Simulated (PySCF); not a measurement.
From one molecule to another.

First species: C8H14.
InChI=1S/C8H14/c1-2-7-4-5-8(3-1)6-7/h7-8H,1-6H2/t7-,8+

Second species: C₂H₄BFS₂.
SMILES: `F[C@H]1CSBS1`

Levels: CAM-B3LYP/def2-SVPD for HOMO energy, LUMO energy, HOMO–LUMO gap and static isotropic polarisability; TDDFT CAM-B3LYP/def2-SVPD for lowest singlet excitation; TDA CAM-B3LYP/def2-SVPD for lowest triplet excitation (Tamm–Dancoff); ΔSCF CAM-B3LYP/def2-SVPD for vertical ionisation energy. Geometries: PBE0-D3(BJ)/def2-SVP. Each structure is a single optimised conformer of the isolated species, non-relativistic unless stated; the electronic structure was computed with PySCF and density fitting.

```csv
property,column X,column Y
HOMO energy,-8.69 eV,-9.60 eV
LUMO energy,0.04 eV,1.29 eV
HOMO–LUMO gap,8.73 eV,10.89 eV
lowest singlet excitation,5.51 eV,8.13 eV
lowest triplet excitation (Tamm–Dancoff),4.52 eV,7.92 eV
static isotropic polarisability,75.0 au,87.0 au
vertical ionisation energy,9.55 eV,10.29 eV
```

Task: Which column belongs to which species?

Result: Column X is the second species and column Y the first. The first has 22 atoms and 62 electrons, the second 10 and 62.

Task: How does each property change from the first species to the second?

Result: HOMO energy +0.91 eV; LUMO energy -1.25 eV; HOMO–LUMO gap -2.16 eV; lowest singlet excitation -2.62 eV; lowest triplet excitation (Tamm–Dancoff) -3.40 eV; static isotropic polarisability -12.0 au; vertical ionisation energy -0.74 eV.

On the first: The 10 singlets span 8.13 to 9.03 eV, and their oscillator strengths add up to 0.17. No computed singlet falls in the visible range (750 to 380 nm, 1.65 to 3.26 eV); S1 lies 4.87 eV above its blue end.

On the second: The principal polarisabilities are 59.2, 81.0 and 84.8 au; their mean is the isotropic value. The vertical singlet–triplet gap S1 − T1 is 0.99 eV (TDDFT singlet less Tamm–Dancoff triplet; S1: HOMO→LUMO, weight 0.95; T1: HOMO→LUMO, weight 0.98).
